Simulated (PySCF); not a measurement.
## Distorted geometries of Er(OH)3

Er(OH)3 (singlet in the valence; each metal's 4f electrons, 11 of them, lie in its core potential, out of spins and levels). PySCF 2.14.0, RKS BP86, Er lcecp-1-SVP with ECP57, O def2-SVP, H def2-SVP; non-relativistic Hamiltonian with scalar-relativistic core potentials where named; density fitting; no spin-orbit coupling. Relaxed geometry:

```xyz
7

Er    0.0000    0.0000    0.1049
O     2.0321    0.0000    0.1379
H     2.9984    0.0000    0.1657
O    -1.0160    1.7598    0.1379
H    -1.4992    2.5967    0.1657
O    -1.0160   -1.7598    0.1379
H    -1.4992   -2.5967    0.1657
```

Order these distorted geometries by energy above the relaxed one, lowest first.
A.
```xyz
7

Er    0.0565   -0.0165   -0.0657
O     2.1416    0.2156    0.1997
H     2.9941    0.1429    0.1986
O    -1.1867    1.6942    0.2136
H    -1.4796    2.6436    0.1491
O    -0.9281   -1.8032    0.0208
H    -1.5979   -2.8766    0.2997
```
B.
```xyz
7

Er   -0.0009   -0.0330    0.2089
O     2.0361   -0.1411    0.1481
H     3.1140   -0.0883    0.0607
O    -1.1843    1.8929    0.0067
H    -1.4292    2.8720    0.2595
O    -0.9867   -1.9508    0.1790
H    -1.5490   -2.5518    0.1529
```
C.
```xyz
7

Er   -0.0827   -0.0580    0.0079
O     1.9691   -0.0325    0.2506
H     3.2415    0.1019    0.1213
O    -1.0503    1.7528    0.1795
H    -1.5440    2.5929   -0.0158
O    -1.0590   -1.7345    0.2365
H    -1.4746   -2.6225    0.2358
```

C (1.56 eV), B (1.74 eV), A (2.08 eV).

Which forces (eV/Å) act in the one that lies 1.74 eV up?


```
Er  -1.70  0.36 -0.42
O    3.33  0.36 -0.29
H   -4.06 -0.23  0.34
O    0.75  0.28  1.05
H    0.74 -2.70 -0.74
O    9.49 11.16  0.47
H   -8.55 -9.23 -0.41
```
Forces carry noise of the integration grid, about 0.01 to 0.03 eV/Å.

An lcecp potential fixes the number of 4f electrons, so in runs with it no electron can move into or out of that shell.
